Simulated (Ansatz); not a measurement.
Frontier orbitals of AlClF$_{2}$, SMILES `[F][Al]([F])[Cl]`.

Total charge 0; spin multiplicity 1. Geometry: relaxed with PBE0-D4/def2-TZVP. Basis def2-TZVPP, Ansatz.

```csv
functional,HOMO (eV),LUMO (eV),gap (eV)
PBE,-8.46,-2.27,6.19
BLYP,-8.29,-2.25,6.04
r2SCAN,-8.85,-1.77,7.08
PBE0,-9.96,-1.39,8.57
r2SCANh,-9.39,-1.49,7.90
HSE06 (plane-wave form),-9.55,-1.76,7.79
BHLYP,-11.27,-0.67,10.60
ωB97X-V,-12.42,0.63,13.05
ωB97M-V,-12.25,0.29,12.54
```

Q: What is the vertical ionisation energy at frozen-core CCSD(T)/CBS(def2)? (An estimate is asked.)

A: The calculation gave: 12.98 eV (T1 of the cation 0.017).

Against PBE, PBE0 changes HOMO and LUMO by −1.49 and +0.88 eV, ωB97M-V by −3.79 and +2.55 eV. A gap of 6.20 eV thus becomes 12.54 eV for the same molecule, so an orbital gap means little without its functional. A positive LUMO is unbound and depends on the basis. −ε(HOMO) differs from that ionisation energy by −4.52 eV with PBE and −0.73 eV with ωB97M-V.
